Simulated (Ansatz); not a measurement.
Geometry optimisation, Ansatz 0.2.0, RKS PBE-D4/6-31G.

Input:

```yaml
crystal:
  periodic: [false, false, false]
  atoms:
    - { symbol: C, position_ang: [1.9473, 0.3001, -0.2258] }
    - { symbol: C, position_ang: [0.8255, -0.554, 0.382] }
    - { symbol: "N", position_ang: [1.3974, -1.8506, 0.6744] }
    - { symbol: C, position_ang: [-0.305, -0.7678, -0.551] }
    - { symbol: C, position_ang: [-1.1577, 0.475, -0.9682] }
    - { symbol: Si, position_ang: [-2.1262, 1.3728, 0.3861] }
    - { symbol: H, position_ang: [2.2581, -0.0368, -1.2046] }
    - { symbol: H, position_ang: [1.5652, 1.3806, -0.3909] }
    - { symbol: H, position_ang: [2.7811, 0.4349, 0.4563] }
    - { symbol: H, position_ang: [0.5008, -0.1049, 1.3509] }
    - { symbol: H, position_ang: [2.1958, -1.7289, 1.3593] }
    - { symbol: H, position_ang: [0.7693, -2.4357, 1.1811] }
    - { symbol: H, position_ang: [-1.12, -1.4633, -0.0911] }
    - { symbol: H, position_ang: [-0.055, -1.2506, -1.4528] }
    - { symbol: H, position_ang: [-1.8849, 0.1713, -1.7164] }
    - { symbol: H, position_ang: [-0.4827, 1.2329, -1.4185] }
    - { symbol: H, position_ang: [-2.88262, 2.52206, -0.20405] }
    - { symbol: H, position_ang: [-3.09781, 0.46073, 1.04153] }
    - { symbol: H, position_ang: [-1.16345, 1.89901, 1.4126] }
basis:
  gaussian: { orbitals: "6-31G" }
hamiltonian:
  xc: pbe
  dispersion: d4
relax:
  f_tol: 0.015
  max_steps: 40
```

Command:

```bash
$ ansatz run input.yaml --threads 1 --pin off --max-ram 2048MiB --backend cpu --events-out ev --progress --plain --runs-dir out
```

Task: Where does it end, and by what steps?

Result: The run converged. The force dipped under the threshold on the way, but the program's further checks kept it going. Limits of this set-up: no polarisation functions. After 10 steps the energy has fallen by 0.561 eV; H18 moved furthest, 0.54 Å.

| step | energy less start (eV) | largest force component (eV/Å) | accepted |
| --- | --- | --- | --- |
| 0 | 0.0000 | 4.175 | yes |
| 1 | -0.4701 | 1.580 | yes |
| 2 | -0.5399 | 0.280 | yes |
| 3 | -0.5474 | 0.129 | yes |
| 4 | -0.5539 | 0.083 | yes |
| 5 | -0.5565 | 0.090 | yes |
| 6 | -0.5588 | 0.091 | yes |
| 7 | -0.5607 | 0.012 | yes |
| 8 | -0.5612 | 0.024 | yes |
| 9 | -0.5613 | 0.018 | yes |
| 10 | -0.5613 | 0.002 | yes |

```xyz
19
Properties=species:S:1:pos:R:3
C 1.837 0.388 -0.114
C 0.757 -0.569 0.409
N 1.382 -1.866 0.708
C -0.368 -0.807 -0.622
C -1.144 0.457 -1.048
Si -1.974 1.435 0.401
H 2.270 -0.011 -1.047
H 1.424 1.393 -0.306
H 2.652 0.501 0.623
H 0.290 -0.095 1.313
H 2.201 -1.806 1.317
H 0.727 -2.584 1.026
H -1.081 -1.541 -0.195
H 0.092 -1.290 -1.506
H -1.951 0.175 -1.750
H -0.486 1.153 -1.600
H -3.025 2.385 -0.142
H -2.657 0.477 1.361
H -0.980 2.261 1.194
```

Whether the end is a true minimum wasn't checked by a vibrational analysis.

Time of the run: 83 s on 1 thread of Arm Neoverse V1 (shared host), peak memory 0.16 GiB.
